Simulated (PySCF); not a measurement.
Ligand exchange on a metal centre used in film growth or etching (Nb OH-NH2). All species are isolated molecules in the gas phase. One relaxed conformer stands for each flexible species; it need not be the lowest.

All values below come from PBE-D3(BJ)/def2-TZVP // PBE-D3(BJ)/def2-SVP (PySCF). 

| species | charge on the central atom (Mulliken) (e) | HOMO (eV) | mean distance from the central atom to its bonded neighbours (Å) |
|---|---|---|---|
| 1 of 5 OH replaced by NH2 ([Nb(OH)4(NH2)]) | 1.61 | -5.95 | 1.944 |
| 2 of 5 OH replaced by NH2 | 1.63 | -5.43 | 1.957 |
| 3 of 5 OH replaced by NH2 ([Nb(OH)2(NH2)3]) | 1.69 | -4.97 | 1.972 |
| 4 of 5 OH replaced by NH2 ([Nb(OH)(NH2)4]) | 1.61 | -5.47 | 1.998 |
